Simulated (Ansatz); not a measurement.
Basis sets compared for `CCCCCCCCCCCC[SeH]`. Charge 0, multiplicity 1. Geometry PBE-D4/def2-SVP. Ansatz on 2 threads of AMD EPYC 7R13 on a shared host and a share (18 GiB) of an NVIDIA H100 80GB HBM3; times are rough, and most runs start from earlier orbitals.

Cartesian coordinates in Å:
```
C 3.253 5.874 1.261
C 3.326 4.602 0.415
C 2.289 3.545 0.806
C 2.359 2.267 -0.034
C 1.327 1.205 0.359
C 1.415 -0.071 -0.484
C 0.445 -1.189 -0.079
C -1.039 -0.857 -0.286
C -2.006 -1.994 0.075
C -1.924 -3.217 -0.847
C -2.861 -4.375 -0.467
C -4.344 -4.043 -0.615
Se -5.564 -5.520 -0.125
H 2.259 6.360 1.174
H 3.416 5.653 2.337
H 4.016 6.618 0.954
H 3.197 4.859 -0.660
H 4.345 4.159 0.493
H 1.268 3.984 0.726
H 2.417 3.286 1.882
H 2.228 2.526 -1.109
H 3.381 1.832 0.043
H 1.459 0.943 1.434
H 0.309 1.646 0.281
H 1.250 0.186 -1.556
H 2.455 -0.461 -0.430
H 0.611 -1.451 0.992
H 0.703 -2.104 -0.654
H -1.201 -0.561 -1.348
H -1.303 0.038 0.317
H -3.043 -1.591 0.063
H -1.821 -2.315 1.125
H -0.883 -3.607 -0.853
H -2.132 -2.900 -1.894
H -2.626 -5.255 -1.104
H -2.662 -4.697 0.579
H -4.590 -3.717 -1.646
H -4.654 -3.224 0.066
H -5.076 -6.434 -1.192
```

Single mean-field runs in def2-TZVP are fitted with def2-universal-jkfit.

Binding counts from free atoms (C triplet, Se triplet, H doublet) in the same basis, without a counterpoise term.

| level | functions | energy (Eh) | HOMO (eV) | LUMO (eV) | binding per atom (eV) | wall time |
| --- | --- | --- | --- | --- | --- | --- |
| PBE-D4/def2-SVP | 330 | -2872.8570 | -5.07 | -0.53 | 4.22 | 2 s |
| PBE0-D4/def2-SVP | 330 | -2873.0364 | -6.30 | 0.38 | 4.18 | 2 s |

Estimate the rows for PBE-D4/def2-TZVP (with forces), PBE0-D4/def2-TZVP.


| level | functions | energy (Eh) | HOMO (eV) | LUMO (eV) | binding per atom (eV) | wall time |
| --- | --- | --- | --- | --- | --- | --- |
| PBE-D4/def2-TZVP (with forces) | 576 | -2873.6531 | -5.27 | -0.83 | 4.18 | 3.9 s |
| PBE0-D4/def2-TZVP | 576 | -2873.8193 | -6.43 | 0.06 | 4.13 | 2.8 s |
